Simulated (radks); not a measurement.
Results of a calculation; reference values are marked as such.
The gadolinium ion Gd9+ is in [Kr] 4d10 4f6 5s2 5p1. Level of theory: non-relativistic Kohn-Sham, PBE, spin-polarised, spherical densities, point nucleus (a radial shooting solver on a logarithmic mesh with Libxc functionals). Open shells are filled with parallel spins first. One electron is removed from 5p, 4d, 4f, 5s in turn, with full relaxation. Which removal costs least, and what does each cost?

Answer. 5p 151.79 eV; 4f 162.39 eV; 5s 168.32 eV; 4d 297.28 eV. The 5p electron leaves first.
